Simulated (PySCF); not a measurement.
BaF2, SMILES [F][Ba][F].

The structure is a stationary point at PBE0-D3(BJ)/def2-TZVP. The isomer is the one that the SMILES or the coordinates give; other isomers of the formula were not compared. The def2 effective core potentials stand for the cores of Ba; spin–orbit coupling is left out.

Level of theory: CAM-B3LYP/def2-TZVPD in PySCF.

Gas-phase values at a fixed geometry.

Computed frontier levels, gap, dipole moment and polarisability:
```
Quantity                                                                                                        Result
---------------------------------------------------------------------------------------------  -----------------------
highest occupied level                                                                                        -9.75 eV
lowest empty level                                                                                            -0.95 eV
orbital gap                                                                                                    8.80 eV
dipole moment                                                                                                   6.90 D
quadrupole, principal values (traceless, Buckingham form, about the centre of nuclear charge)  -23.40, 7.99, 15.42 D·Å
mean static polarisability                                                                        31.0 bohr³ (4.59 Å³)
polarisability, principal values                                                                24.6, 29.4, 39.1 bohr³
```
